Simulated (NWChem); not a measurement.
# C$_{2}$H$_{4}$BNO; SMILES CBN=C=O

```xyz
9

B     -0.8955     0.4483    -0.7213
H     -1.7383    -0.2370    -1.2295
C     -0.8725     1.9981    -0.9450
H     -0.8205     2.2176    -2.0215
H     -0.0542     2.5199    -0.4399
H     -1.8264     2.4335    -0.6121
N      0.0722    -0.2065     0.0877
C      0.6690    -1.0805     0.6606
O      1.3019    -1.8806     1.2482
```
Atoms are numbered in this order, from 1.

Program: NWChem. Pople sets run with spherical d functions. Geometry: optimised at B3LYP/6-31G* (spherical d). GIAO values for the isolated, static molecule; σ is the absolute isotropic shielding, δ = σ(reference) − σ with the isolated reference molecule computed at the same levels (11B: boron trifluoride, 13C: tetramethylsilane, 1H: tetramethylsilane, 15N: ammonia, 17O: water).

| level | δ B1 (ppm) | δ H2 (ppm) | δ C3 (ppm) | δ H4 (rotor mean) (ppm) | δ N7 (ppm) | δ C8 (ppm) | δ O9 (ppm) |
|---|---|---|---|---|---|---|---|
| Hartree-Fock/6-31G* | 42.5 | 6.05 | 9.5 | 0.72 | 53.3 | 130.6 | 131.6 |
| BHandHLYP/pcSseg-1 | 43.9 | (withheld) | (withheld) | (withheld) | (withheld) | (withheld) | (withheld) |
| B3LYP/6-31G* | 41.5 | 6.19 | 10.3 | 0.75 | 76.6 | 121.5 | 154.6 |
| PBE0/pcSseg-1 | 43.8 | 5.99 | 13.0 | 0.84 | 101.3 | 140.4 | 194.8 |

Complete the blanks.


- BHandHLYP/pcSseg-1, δ H2 (ppm): 5.69
- BHandHLYP/pcSseg-1, δ C3 (ppm): 11.9
- BHandHLYP/pcSseg-1, δ H4 (rotor mean) (ppm): 0.79
- BHandHLYP/pcSseg-1, δ N7 (ppm): 91.0
- BHandHLYP/pcSseg-1, δ C8 (ppm): 143.0
- BHandHLYP/pcSseg-1, δ O9 (ppm): 183.4
